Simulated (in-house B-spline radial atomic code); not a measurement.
Configurations of Ge VIII (Ge7+), with energies counted from [Ar] 3d7. Method: non-relativistic LDA VWN5, spin-polarised, spherical fractional occupations, point nucleus. Calculated with a radial B-spline atomic code at the basis-set limit. Shells without spins written out take the highest spin.

Occupations are held fixed; configurations that lie above the ionisation limit could autoionise.

```csv
configuration,E - E(ref) (eV),highest orbital,its <r> (bohr)
"[Ar] 3d(4 up, 3 down)",3.1601,3d down,0.6293
[Ar] 3d6 4s1,61.493,4s up,1.453
[Ar] 3d6 4p1,76.057,4p up,1.546
"[Ne] 3s2 3p(2 up, 3 down) 3d(3 up, 5 down)",85.405,3d up,0.6327
[Ar] 3d6 4d1,99.325,4d up,1.759
[Ne] 3s2 3p5 3d7 4p1,161.39,4p up,1.545
```

Q: Order these further configurations by energy, lowest first.
A. [Ne] 3s2 3p5 3d7 4f1
B. [Ne] 3s2 3p5 3d7 4d1
C. [Ne] 3s2 3p(3 up, 2 down) 3d(2 up, 5 down) 4s(1 up, 0 down)
D. [Ar] 3d(1 up, 5 down) 4d(1 up, 0 down)
E. [Ne] 3s2 3p5 3d7 4s1

A: D (100.43 eV), E (146.82 eV), C (152.77 eV), B (184.74 eV), A (205.34 eV).

Q: How far above the reference does [Ne] 3s2 3p(2 up, 3 down) 3d(4 up, 3 down) 4f(0 up, 1 down) lie?

A: 212.26 eV; its least bound orbital is 4f down with <r> = 2.051 bohr.

Q: How far above the reference does [Ar] 3d6 4f1 lie?

A: 120 eV; its least bound orbital is 4f up with <r> = 2.038 bohr.
